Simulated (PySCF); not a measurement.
Species: CH₂NSiTe (doublet state).
SMILES with atom numbers: `[N:1]#[C:2][SiH:3][TeH:4]` (hydrogens: H5 on Si3; H6 on Te4)

Cartesian coordinates in Å at the PBE0-D3(BJ)/def2-SVP level; atoms count from 1:
```xyz
6
CH2NSiTe angstrom
N     -2.0744   -1.4251   -0.0726
C     -1.3222   -0.5419   -0.1536
Si    -0.1144    0.8266   -0.4406
Te     2.0897    0.2764    0.5600
H     -0.6359    2.0491    0.2408
H      2.0817   -1.2151   -0.1789
```

Computed with PBE0-D3(BJ)/def2-SVP geometry optimisation, gas phase, def2 core potentials past Kr (PySCF 2.14.0).

Take the most abundant isotopes and a rigid rotor. The values belong to one conformer with, in the numbering `[N:1]#[C:2][SiH:3][TeH:4]`, C2–Si3–Te4–H 50°.

Task: Give the principal moments of inertia and the rotational constants in GHz.

Result: Ia = 52.42, Ib = 421.65, Ic = 468.49 u·Å²; 505379 MHz·u·Å²/I gives 9640, 1199 and 1079 MHz, that is A = 9.6405, B = 1.1986, C = 1.0787 GHz.

Task: Classify the top.

Result: A near-prolate asymmetric top; Ray's κ = -0.972.

Task: What does the inertial defect say?

Result: Not planar: Δ = Ic − Ia − Ib = -5.58 u·Å². For a rigid frame Δ = −2 Σ m c², so Σ m c² = 2.79 u·Å² lies off the ab plane: 2.47 from hydrogen and 0.32 from heavier atoms. The atom farthest from that plane is 1.14 Å away.

Task: Give the other two planar moments, Paa and Pbb, and the rms extents of the mass along the axes.

Result: Paa = Σ m a² = (Ib + Ic − Ia)/2 = 418.86 and Pbb = Σ m b² = (Ia + Ic − Ib)/2 = 49.63 u·Å². With the mass M = 185.90 u, the rms extents √(P/M) along a, b and c are 1.50, 0.52, 0.12 Å.

Task: Where do the levels up to J = 3 lie, in MHz?

Result: Above 0(0,0):
J = 1: 1(0,1) 2277, 1(1,1) 10719, 1(1,0) 10839
J = 2: 2(0,2) 6831, 2(1,2) 15154, 2(1,1) 15514, 2(2,1) 40839, 2(2,0) 40840
J = 3: 3(0,3) 13658, 3(1,3) 21805, 3(1,2) 22524, 3(2,2) 47671, 3(2,1) 47677, 3(3,1) 90181, 3(3,0) 90181

Task: Predict some low-J microwave lines.

Result: The dipole components are |μa| = 2.94 D, |μb| = 1.56 D, |μc| = 0.22 D. The squared components, which scale the intensities, stand as 1.00 : 0.28 : 0.01 (a : b : c). Some lines, for components of 0.1 D or more:

```tsv
type	branch	J(Ka,Kc)	MHz	lower level (cm⁻¹)
a	Q	2(1,1) ← 2(1,2)	360	0.505
a	R	1(0,1) ← 0(0,0)	2277	0.000
a	R	2(1,2) ← 1(1,1)	4435	0.358
a	R	2(0,2) ← 1(0,1)	4553	0.076
a	R	2(1,1) ← 1(1,0)	4674	0.362
c	Q	1(1,1) ← 1(0,1)	8442	0.076
b	Q	1(1,0) ← 1(0,1)	8562	0.076
b	Q	2(1,1) ← 2(0,2)	8683	0.228
c	R	1(1,0) ← 0(0,0)	10839	0.000
b	R	2(1,2) ← 1(0,1)	12877	0.076
c	R	2(1,1) ← 1(0,1)	13236	0.076
c	Q	2(2,1) ← 2(1,1)	25326	0.517
b	Q	2(2,0) ← 2(1,1)	25327	0.517
b	Q	2(2,1) ← 2(1,2)	25685	0.505
b	R	2(2,1) ← 1(1,0)	30000	0.362
c	R	2(2,0) ← 1(1,0)	30001	0.362
c	R	2(2,1) ← 1(1,1)	30120	0.358
b	R	2(2,0) ← 1(1,1)	30121	0.358
```

For this open shell read J as N, the rotation without spin; fine and hyperfine splittings come on top. Stationary, but not proved a minimum. ⟨S²⟩ = 0.756 (exact for a doublet: 0.75). Constants of a rigid frame at the computed geometry: no zero-point averaging, no centrifugal distortion. Quadrupole hyperfine structure (14N) is left out.

Time: 19 s; peak memory 0.37 GiB. Hardware: an Intel Xeon 6975P-C with one thread, shared host with 192 logical CPUs at a one-minute load of 46. This is the geometry optimisation.
